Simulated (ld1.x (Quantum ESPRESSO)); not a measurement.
## Transferability test, PAW potential for V (Z = 23)

| Quantity | Value |
| --- | --- |
| Element | V |
| Generator | ld1.x (Quantum ESPRESSO) 7.5 |
| Type | PAW |
| Functional | PBE |
| Relativity | scalar-relativistic |
| Frozen core | [Ne] |
| Valence charge | 13 |
| Reference configuration | 3s2 3p6 3d3 4s1.75 4p0.25 |
| Partial waves | 3s (bound): rcut 1.25, rcutus 1.60 bohr; 4s (bound): rcut 1.25, rcutus 1.60 bohr; 3p (bound): rcut 1.55, rcutus 1.70 bohr; 4p (bound): rcut 1.55, rcutus 1.70 bohr; 3d (bound): rcut 1.75, rcutus 1.85 bohr; 3d channel at -0.05 Ry: rcut 1.75, rcutus 1.85 bohr |
| Local potential | all-electron potential smoothed inside 1.25 bohr (lloc = -2) |
| Core correction | Bessel-smoothed model core inside 1.10 bohr |
| Augmentation charge | PSQ, inside the norm-conserving radii |

Energies are relative to the spin-unpolarised reference configuration 3s2 3p6 3d3 4s1.75 4p0.25; without spin polarisation the order of configurations can differ from experiment.

```tsv
valence configuration	charge	ΔE all-electron (eV)	error AE − PS (meV)
3s2 3p6 3d3 4s2 4p0	0	-0.820	+0.1
3s2 3p6 3d3 4s1 4p0	+1	6.915	-0.6
3s2 3p6 3d3 4s0 4p0	+2	21.211	-1.6
3s2 3p6 3d3.5 4s1.5 4p0	0	-0.765	-0.7
3s2 3p6 3d2 4s2 4p0	+1	10.155	+2.6
3s2 3p6 3d3 4s0 4p2	0	6.035	-0.1
```

**Question.** What are ΔE and the potential's error for 3s2 3p6 3d4 4s1 4p0?

**Answer.** ΔE = -0.234 eV all-electron; the error (AE − PS) is -1.7 meV.
